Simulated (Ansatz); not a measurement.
Reaction (hydrogenolysis of the Si–B bond): `OB[SiH](O)F` + H₂ → `O[SiH2]F` + `BO`

Program: Ansatz. Geometries: PBE0-D4/def2-TZVP. ΔE: electronic, gas phase. CCSD(T)/CBS is the MP2 limit (def2-TZVPP, def2-QZVPP) plus CCSD(T) − MP2 in def2-TZVPP, frozen cores. This one scheme is used for every species. DFT in def2-TZVPP. B3LYP here is the variant with VWN-RPA as its local correlation; programs differ in this. HSE06 is defined as in plane-wave codes. Each species was taken in one conformer, which may not be the lowest.

Question: Is it downhill or uphill in electronic energy at CCSD(T)/CBS, and by how much? (Estimate.)

Answer: Computed: Downhill: ΔE = -49.5 kJ/mol.

Question: What do these levels give: PBE-D4, B97M-V, HSE06-D4, ωB97X-V, B2PLYP, B3LYP, r2SCANh, r2SCAN0, BHLYP, MP2/def2-SVP, CCSD(T)/def2-SVP, SCS-MP2/def2-TZVPP? (An estimate is asked.)

Answer: Ansatz gave: PBE-D4 -36.2, B97M-V -48.1, HSE06-D4 -43.7, ωB97X-V -48.4, B2PLYP -55.3, B3LYP -55.5, r2SCANh -48.7, r2SCAN0 -51.6, BHLYP -62.9, MP2/def2-SVP -57.3, CCSD(T)/def2-SVP -56.0, SCS-MP2/def2-TZVPP -57.8 kJ/mol.

Question: What do rigid-rotor, harmonic-oscillator terms from PBE0-D4/def2-TZVP frequencies (298.15 K, 1 bar) make of the CCSD(T)/CBS value? (Estimate.)

Answer: Computed: ΔZPE = +14.2 kJ/mol, ΔH = -40.6 kJ/mol, ΔS = 31 J/(mol·K), ΔG = -49.8 kJ/mol. Modes under 50 cm⁻¹ make the entropy rough.

Largest T1 diagnostic among the species: 0.014.

The D4 term adds +7.8 kJ/mol with B3LYP and +4.4 kJ/mol with PBE0; it sums over pairs of atoms, weighted by their polarisabilities, and B3LYP, whose exchange is more repulsive, gets the larger term. At CCSD(T), def2-SVP lies −6.5 kJ/mol from the extrapolated value and def2-TZVPP −2.1 kJ/mol.
